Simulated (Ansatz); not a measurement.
Process, species as SMILES: [BH]F (BH-F) → B atom + F atom + H atom
B3LYP-D3(BJ)/def2-TZVP geometries, fixed; electronic energies without zero-point terms.
Largest species:
```xyz
3

B     -0.6180     0.4147     0.0242
F      0.5272    -0.2094    -0.0070
H     -1.6550    -0.1892    -0.0583
```
Charge 0, spin multiplicity 2.

How fast the atomisation energy converges with the basis for several methods (Ansatz, a quantum-chemistry and plane-wave program): deviation from each method's own reference, in kcal/mol. References: B3LYP 236.65 kcal/mol, the value in pcseg-4; CCSD(T) 233.00 kcal/mol, Hartree-Fock in aug-cc-pVQZ plus the correlation part extrapolated as X^-3 from aug-cc-pVTZ and aug-cc-pVQZ; HF 186.52 kcal/mol, the value in aug-pcseg-3; MP2 243.32 kcal/mol, Hartree-Fock in aug-cc-pVQZ plus the correlation part extrapolated as X^-3 from aug-cc-pVTZ and aug-cc-pVQZ; PBE 242.37 kcal/mol, the value in pcseg-4; wB97M-V 234.66 kcal/mol, the value in pcseg-4. Cartesian d functions, on some or all atoms, in 6-31+G*; all else is spherical. In correlated methods cores are frozen. Open shells are unrestricted. No added dispersion term, no relativity. Functionals ending in -V hold VV10 correlation. 

| basis | functions | B3LYP | CCSD(T) | HF | MP2 | PBE | wB97M-V |
|---|---|---|---|---|---|---|---|
| STO-3G | 11 | 47.58 | ? | 29.43 | -6.43 | 55.38 | 49.98 |
| 3-21G | 20 | -3.98 | ? | -14.56 | -34.45 | -0.22 | -2.91 |
| 6-31G | 20 | -16.48 | ? | -23.86 | -43.05 | -13.65 | -15.42 |
| def2-SV(P) | 30 | 1.41 | ? | -1.11 | -15.45 | 2.67 | 3.91 |
| def2-SVP | 33 | 2.58 | ? | 0.39 | -9.55 | 3.74 | 5.19 |
| 6-31+G* | 40 | -3.57 | ? | -3.61 | -17.55 | -2.99 | -2.13 |
| 6-311G** | 42 | -3.64 | ? | -6.63 | -15.91 | -2.24 | -2.75 |
| cc-pVTZ | 74 | 0.18 | ? | -1.24 | -5.41 | 0.77 | 0.50 |
| def2-TZVPP | 76 | -0.52 | ? | -1.21 | -5.37 | -0.09 | -0.10 |
| aug-cc-pVTZ | 115 | -0.73 | ? | -1.09 | -4.57 | -0.57 | -0.67 |
| cc-pVQZ | 140 | 0.35 | ? | -0.60 | -2.17 | 0.69 | 0.27 |
| def2-QZVPPD | 162 | -0.23 | ? | -0.61 | -2.26 | -0.20 | -0.27 |

Problem. What belongs in the gaps?

Solution. 
- STO-3G, CCSD(T): 1.91
- 3-21G, CCSD(T): -31.47
- 6-31G, CCSD(T): -41.98
- def2-SV(P), CCSD(T): -15.95
- def2-SVP, CCSD(T): -9.41
- 6-31+G*, CCSD(T): -17.84
- 6-311G**, CCSD(T): -15.47
- cc-pVTZ, CCSD(T): -5.51
- def2-TZVPP, CCSD(T): -5.60
- aug-cc-pVTZ, CCSD(T): -4.88
- cc-pVQZ, CCSD(T): -2.25
- def2-QZVPPD, CCSD(T): -2.43

Mean absolute deviation over 6-311G**, cc-pVTZ, def2-TZVPP, aug-cc-pVTZ: PBE 0.92, wB97M-V 1.00, B3LYP 1.27, HF 2.54, MP2 7.81, CCSD(T) 7.87 kcal/mol.
